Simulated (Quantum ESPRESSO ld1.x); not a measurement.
Q: These are the eigenvalues of the occupied orbitals of an atom or ion with whole-number occupations (hartree). Calculated with ld1.x of Quantum ESPRESSO 7.5: Dirac Kohn-Sham, relativistic LDA (MacDonald-Vosko exchange, VWN5 correlation), spin-unpolarised, spherical densities, point nucleus.

| orbital | eigenvalue |
|---|---|
| 1s1/2 | -549.624 |
| 2s1/2 | -73.6807 |
| 2p1/2 | -66.9662 |
| 2p3/2 | -64.7494 |
| 3s1/2 | -11.0977 |
| 3p1/2 | -8.67878 |
| 3p3/2 | -8.34475 |
| 3d3/2 | -4.07911 |
| 3d5/2 | -4.02217 |
| 4s1/2 | -1.38585 |
| 4p1/2 | -0.82319 |
| 4p3/2 | -0.78997 |

Which element is it, and in what charge state? The configuration may be excited. Open shells, if any, fill j = l - 1/2 first.

A: Z = 37, rubidium, charge +1: Rb+ in [Kr]. The list shows which subshells hold electrons but not how many an open one holds; the 1s level, -549.62 hartree, gives Z - s = 33.2 by -(Z - s)^2/2, which with screening and relativity narrows Z to a few neighbours, and the depths of the outer levels then fix element, charge and occupations together.
